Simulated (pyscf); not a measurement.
# `[InH3]`, singlet

Gas-phase minimum from PySCF at ωB97X-D3(BJ)/def2-SVP, one conformer. 

```xyz
4

In     0.6642    -0.2476     0.2377
H      1.6362     0.8130    -0.7193
H      1.0845    -0.5535     1.8856
H     -0.7270    -1.0040    -0.4538
```
Charge 0, spin multiplicity 1.

Bond lengths (Å): In1–H2 1.728, In1–H3 1.728, In1–H4 1.728. Bond angles (°): H2–In1–H3 120.0, H2–In1–H4 120.0, H3–In1–H4 120.0.

Properties at ωB97X-D3(BJ)/def2-SVP:

```yaml
harmonic_wavenumbers_unscaled: 638, 638, 641, 1825, 1825, 1844 cm⁻¹
zero_point_energy: 10.6 kcal/mol
rotational_symmetry_number: 6
Entropy of this conformer at 298 K and 1 atm, rigid rotor and harmonic oscillator, modes under 100 cm⁻¹ raised to 100: 228.4 J/(mol K)
dipole_moment: 0.00 D
```

Single-point totals, which compare only within one level (frozen core for MP2 and CC):

| level | total energy (hartree) |
|---|---|
| ωB97X-D3(BJ)/def2-TZVP | -191.96883 |
| PBE/def2-TZVP | -191.88121 |
| r²SCAN/def2-TZVP | -191.95739 |
| B3LYP-D3(BJ)/def2-TZVP | -191.96818 |
| PBE0-D3(BJ)/def2-TZVP | -191.88631 |
| M06-2X/def2-TZVP | -191.80671 |
| ωB97M-D3(BJ)/def2-TZVP | -191.91926 |
| HF/def2-TZVPP | -190.91395 |
| MP2/def2-TZVPP | -191.21806 |
| CCSD/def2-TZVPP | -191.23137 |
| CCSD(T)/def2-TZVPP | -191.23874 |

The CCSD(T) − MP2 part came from Ansatz, without density fitting, on the same reference. The frozen core leaves the outer d or s,p core shells of the metals and heavy elements correlated in the MP2 and CC values, and def2-TZVPP describes them poorly, so these totals are far from the basis limit. Elements past Kr carry the def2 core potentials, without spin-orbit coupling.
